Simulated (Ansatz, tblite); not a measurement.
(CsCl)n: vertical IE (eV) at several levels, gas phase, relaxed structures; Ansatz, xTB through tblite. Clusters are the lowest isomers that short searches found in that spin, judged at the geometry's level. Core potentials for Cs in the def2 sets, no spin–orbit coupling. Raw xTB energies of ions are shifted by several eV. Singlets are spin-restricted. The structures are stationary points that may keep the symmetry of their start. Remarks come from the PBE and PBE0 runs and from stability tests at other levels; not every state was tested. HOMO above LUMO (over both spins in singlets and doublets, within one spin in higher multiplets; at PBE or PBE0), or a gap under 0.15 eV within one spin, warns that the state may not be the lowest or that an electron is smeared out.

```tsv
species	state	geometry	GFN1-xTB	PBE-D4/def2-TZVP	r2SCAN-D4/def2-TZVP	PBE0-D4/def2-TZVP	remarks
Cs2Cl2	singlet to doublet	PBE-D4/def2-TZVP	13.22	7.96	8.15	8.38	gap within one spin near zero at PBE or PBE0 (+1 doublet)
Cs3Cl3	singlet to doublet	PBE0-D4/def2-SVP	13.00	7.47	7.68	8.01	gap within one spin near zero at PBE or PBE0 (+1 doublet)
Cs4Cl4	singlet to doublet	PBE0-D4/def2-SVP	13.09	7.58	7.83	8.25	gap within one spin near zero at PBE or PBE0 (+1 doublet)
```

Over the 3 species that have every level, the mean is 13.10 at GFN1-xTB, 7.67 at PBE-D4/def2-TZVP, 7.89 at r2SCAN-D4/def2-TZVP, 8.21 at PBE0-D4/def2-TZVP.
